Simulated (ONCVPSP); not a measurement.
**Ba, ONCV: configuration errors across variants**

* Element: Ba
* Generator: ONCVPSP 4.0.1
* Type: optimised norm-conserving Vanderbilt (ONCV)
* Functional: Wu-Cohen
* Relativity: scalar-relativistic
* Frozen core: [Kr] 4d10
* Valence charge: 10
* Reference configuration: 5s2 5p6 (charge +2)
* Partial waves: 5s: rc 2.55 bohr, ncon 4, nbas 7, qcut 4.8 1/bohr, 2 projectors, debl 3.5 Ha; 5p: rc 1.90 bohr, ncon 4, nbas 7, qcut 3.6 1/bohr, 3 projectors, debl 1.7 Ha; d scattering state at 0.33 Ha: rc 2.40 bohr, ncon 4, nbas 8, qcut 4.2 1/bohr, 1 projector
* Local potential: polynomial inside 1.85 bohr (lpopt 3, dvloc0 4 Ha)
* Core correction: Teter function, fcfact 2.75, rcfact 1.4

In the s channel the program set the typed energies aside and used -1.692, 0.050 Ha. In the d channel the program set the typed energies aside and used 0.050 Ha.

All-electron excitation energies from the reference (eV): (1) 5s2 5p6 6s2 -15.198; (2) 5s2 5p6 6s1 -9.834; (3) 5s2 5p6 6s1.5 -13.053; (4) 5s2 5p6 5d0.5 6s1.5 -14.553.

1 further variants failed, have other tests or too few solved ones, and are left out.

A true bound ghost makes a file unfit for plane-wave use even where its test errors are small: the radial tests pick states by their node count and pass the ghost by.

Errors AE − PS in meV (a dash: test not solved or not reliable):

```tsv
change	(1)	(2)	(3)	(4)	bound ghosts	GHOST(+) flags above zero
base	+1.8	+1.5	+1.7	+10	none	p
s: ncon 3, nbas 6	+2.4	+1.9	+2.3	+11	none	p
d: qcut 3.8	+1.8	+1.5	+1.7	+10	none	p
s: nbas 8	+1.9	+1.6	+1.9	+10	none	p
d: rc 1.9, qcut 5.3, nproj 0; local potential the d channel	+1.8	+1.5	+1.7	+19	none	p
s: qcut 4.2	+2.4	+2.0	+2.3	+11	none	p
core correction Teter function, fcfact 6.5, rcfact 1.4	+0.7	+1.1	+1.0	+10	none	p
```

Problem. Give the same row for: p: rc 1.52; local potential polynomial inside 1.52 bohr (lpopt 3, dvloc0 4 Ha).

Solution. +0.5, +0.8, +0.7, +26; bound ghosts: p; GHOST(+) flags above zero: s, p.
